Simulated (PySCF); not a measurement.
A series of related molecules.

All values: PBE0/pcSseg-1 (PySCF) at GFN2-xTB geometries, gas phase, one conformer each.

(1) Rank by the highest IAO charge on any atom, lowest value first.
A. `C=CC[Si@@](N)(C=C)[SiH2]O`
B. `C=C[Si](N)(C=C)[SiH2]O`
C. `O[SiH2][Si@](C#C)(C=C)N`
D. `N[Si@@H]([SiH2]O)C=C`

Results:

(1) D (+0.729 e), A (+0.856 e), B (+0.878 e), C (+0.896 e).

All values together:

```tsv
SMILES	change	formula	μ (D)	HOMO (eV)	LUMO (eV)	lowest IAO charge (e)	highest IAO charge (e)	lowest Hirshfeld charge (e)	highest Hirshfeld charge (e)
C=C[Si@@H](N)[SiH2]O	parent	C2H9NOSi2	2.16	-7.16	-0.64	-0.842 (N)	+0.729 (Si)	-0.315 (N/O)	+0.307 (Si)
C=CC[Si@@](N)(C=C)[SiH2]O	H on Si replaced by allyl	C5H13NOSi2	2.36	-7.03	-0.51	-0.840 (N)	+0.856 (Si)	-0.323 (N)	+0.326 (Si)
C#C[Si@](N)(C=C)[SiH2]O	H on Si replaced by ethynyl	C4H9NOSi2	0.88	-7.37	-0.61	-0.833 (N)	+0.896 (Si)	-0.319 (N)	+0.343 (Si)
C=C[Si@](N)(C#CC)[SiH2]O	H on Si replaced by propynyl	C5H11NOSi2	3.00	-7.20	-0.55	-0.835 (N)	+0.860 (Si)	-0.315 (N)	+0.327 (Si)
C=C[Si](N)(C=C)[SiH2]O	H on Si replaced by vinyl	C4H11NOSi2	0.80	-7.00	-0.62	-0.833 (N)	+0.878 (Si)	-0.320 (N)	+0.330 (Si)
```

Conformers: `[CH2:1]=[CH:2][Si@@H:3]([NH2:4])[SiH2:5][OH:6]` with C1–C2–Si3–N4 -15°, C2–Si3–N4–H 172° and -49°, C2–Si3–Si5–O6 71°, Si3–Si5–O6–H 55°; `[CH2:1]=[CH:2][CH2:3][Si@@:4]([NH2:5])([CH:6]=[CH2:7])[SiH2:8][OH:9]` with C1–C2–C3–Si4 101°, C2–C3–Si4–N5 -63°, C3–Si4–N5–H 37° and 174°, C3–Si4–C6–C7 111°, C3–Si4–Si8–O9 69°; `[CH:1]#[C:2][Si@:3]([NH2:4])([CH:5]=[CH2:6])[SiH2:7][OH:8]` with C2–Si3–N4–H 71° and -66°, C2–Si3–C5–C6 -98°, C2–Si3–Si7–O8 54°, Si3–Si7–O8–H -176°; `[CH2:1]=[CH:2][Si@:3]([NH2:4])([C:5]#[C:6][CH3:7])[SiH2:8][OH:9]` with C1–C2–Si3–N4 -23°, C2–Si3–N4–H -45° and 180°, C2–Si3–Si8–O9 -68°, Si3–Si8–O9–H -41°; `[CH2:1]=[CH:2][Si:3]([NH2:4])([CH:5]=[CH2:6])[SiH2:7][OH:8]` with C1–C2–Si3–N4 -147°, C2–Si3–N4–H -171° and 51°, C2–Si3–C5–C6 122°, C2–Si3–Si7–O8 13°, Si3–Si7–O8–H 179°.

**Question.** Give the shifts from the parent, `C=C[Si@@H](N)[SiH2]O`.

**Answer.** 
```json
{"SMILES": "C=CC[Si@@](N)(C=C)[SiH2]O", "change in μ (D)": "+0.20", "change in HOMO (eV)": "+0.13", "change in LUMO (eV)": "+0.13"}
{"SMILES": "C#C[Si@](N)(C=C)[SiH2]O", "change in μ (D)": "-1.28", "change in HOMO (eV)": "-0.21", "change in LUMO (eV)": "+0.03"}
{"SMILES": "C=C[Si@](N)(C#CC)[SiH2]O", "change in μ (D)": "+0.84", "change in HOMO (eV)": "-0.04", "change in LUMO (eV)": "+0.09"}
{"SMILES": "C=C[Si](N)(C=C)[SiH2]O", "change in μ (D)": "-1.36", "change in HOMO (eV)": "+0.16", "change in LUMO (eV)": "+0.02"}
```
